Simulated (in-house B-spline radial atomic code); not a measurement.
# How G0W0 and RPA depend on the start: P VI (P5+)

Configuration [He] 2s2 2p6. Computed with an all-electron radial atomic-structure program (B-spline basis): all electrons, scalar-relativistic (spin-free one-electron X2C), finite nucleus, each spin shell either full or empty, empty states to l = 9 with an (l + 1/2)⁻⁴ tail; G0W0 by contour deformation at full frequency.

| start | mean-field 2p (eV) | G0W0 (eV) | QP weight | RPA correlation (Eh) |
| --- | --- | --- | --- | --- |
| Hartree-Fock | -222.30 | -220.99 | 0.983 | -0.56606 |
| LDA VWN5 | -199.85 | -220.63 | 0.972 | -0.61812 |
| PBE | -199.86 | -220.41 | 0.972 | -0.61739 |
| PBE0 | -205.82 | -220.59 | 0.975 | -0.6033 |
| r2SCAN | -202.07 | ? | ? | ? |
| HSE06 | -205.34 | -220.59 | 0.975 | -0.60418 |
| B3LYP (VWN-RPA) | -204.87 | -220.54 | 0.975 | -0.60658 |
| SCAN | -202.20 | -220.28 | 0.974 | -0.60686 |
| TPSS | -200.41 | -220.36 | 0.972 | -0.6136 |
| BHandHLYP | -211.79 | ? | ? | ? |
| CAM-B3LYP | -206.83 | -220.64 | 0.976 | -0.60256 |
| LC-wPBE | -205.84 | -220.76 | 0.976 | -0.60497 |
| wB97X | -207.24 | -220.51 | 0.977 | -0.60001 |
| PBEsol | -199.61 | -220.51 | 0.972 | -0.61742 |
| BLYP | -199.93 | -220.36 | 0.971 | -0.61793 |
| r2SCAN0 | -207.40 | -220.53 | 0.977 | -0.59658 |
| LDA exchange-only | -197.55 | -220.75 | 0.971 | -0.61829 |

Question: What G0W0 level, weight and RPA correlation energy follow from the BHandHLYP start?

Answer: G0W0 level -220.73 eV, weight 0.978, RPA correlation -0.59056 hartree.

Question: What G0W0 level, weight and RPA correlation energy follow from the r2SCAN start?

Answer: G0W0 level -220.35 eV, weight 0.974, RPA correlation -0.60736 hartree.

Question: How much of the dependence on the start does G0W0 remove?

Answer: The mean-field levels span 24.7 eV and the G0W0 levels 0.708 eV. Against 220.43 ± 0.005 eV (NIST, semi-empirical) the G0W0 removal energies are off by -0.15 to +0.56 eV, with spin-orbit coupling, Breit and QED terms left out.
